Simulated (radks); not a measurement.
Isoelectronic series with 28 electrons, each ion in its NIST ground configuration. All-electron calculation, scalar-relativistic Kohn-Sham, SCAN, spin-polarised, spherical densities, finite nucleus; meta-GGA in the generalised Kohn-Sham scheme; Fermi nuclear charge, rms radius of each element as measured or else 0.836 A^(1/3) + 0.57 fm. Program: a radial shooting solver on a logarithmic mesh with Libxc functionals. Total energies (hartree) and mean radii <r> (bohr):

ion,configuration,E (hartree),3d,3p
Cu+,[Ar] 3d10,-1654.96186,1.008,0.7501
Zn2+,[Ar] 3d10,-1795.43243,0.8756,0.7134
Ga3+,[Ar] 3d10,-1942.29857,0.7839,0.6781
Ge4+,[Ar] 3d10,-2095.54805,0.7143,0.6449
As5+,[Ar] 3d10,-2255.17722,0.6587,0.6141
Se6+,[Ar] 3d10,-2421.19344,0.6127,0.5857
Br7+,[Ar] 3d10,-2593.60882,0.5737,0.5595
